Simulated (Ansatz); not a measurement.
Geometry optimisation, Ansatz 0.2.0, RKS PBE/def2-SVP.

input.yaml

```yaml
crystal:
  periodic: [false, false, false]
  atoms:
    - { symbol: Ge, position_ang: [-0.45612, 0.0, -0.433925] }
    - { symbol: F, position_ang: [0.183843, -9.0e-06, 2.395479] }
    - { symbol: H, position_ang: [0.850149, 1.0e-06, 0.361943] }
    - { symbol: H, position_ang: [-0.584372, 1.271965, -1.309499] }
    - { symbol: H, position_ang: [-0.58437, -1.271965, -1.3095] }
    - { symbol: Br, position_ang: [-2.507046, -1.0e-06, 0.793105] }
    - { symbol: H, position_ang: [-0.648585, 8.0e-06, 2.812096] }
basis:
  gaussian: { orbitals: def2-SVP }
hamiltonian:
  xc: pbe
relax:
  f_tol: 0.03
  max_steps: 50
output:
  orbitals: {}
```

Launched with:

```bash
$ ansatz run input.yaml --threads 2 --pin off --max-ram 3072MiB --backend cpu --events-out ev --progress --plain --runs-dir out
```

Problem. Where does it end, and by what steps?

Solution. The run converged. After 6 steps the energy has fallen by 0.244 eV; F2 moved furthest, 0.44 Å.

```json
{"step": "0", "energy less start (eV)": "0.0000", "largest force component (eV/Å)": "0.470", "accepted": "yes"}
{"step": "1", "energy less start (eV)": "-0.1250", "largest force component (eV/Å)": "1.302", "accepted": "yes"}
{"step": "2", "energy less start (eV)": "-0.1060", "largest force component (eV/Å)": "2.918", "accepted": "no"}
{"step": "3", "energy less start (eV)": "-0.1773", "largest force component (eV/Å)": "1.524", "accepted": "yes"}
{"step": "4", "energy less start (eV)": "-0.2308", "largest force component (eV/Å)": "0.379", "accepted": "yes"}
{"step": "5", "energy less start (eV)": "-0.2410", "largest force component (eV/Å)": "0.107", "accepted": "yes"}
{"step": "6", "energy less start (eV)": "-0.2437", "largest force component (eV/Å)": "0.024", "accepted": "yes"}
```

```xyz
7
Properties=species:S:1:pos:R:3
Ge -0.484 0.000 -0.539
F 0.227 0.000 2.833
H 0.750 0.000 0.380
H -0.608 1.279 -1.398
H -0.608 -1.279 -1.398
Br -2.355 0.000 0.897
H -0.668 0.000 2.534
```

Whether the end is a true minimum wasn't checked by a vibrational analysis.

The run took 12 s on 2 threads of Intel(R) Xeon(R) Platinum 8259CL CPU @ 2.50GHz (Skylake/Cascade Lake), with other jobs on the host, peak memory 0.16 GiB.
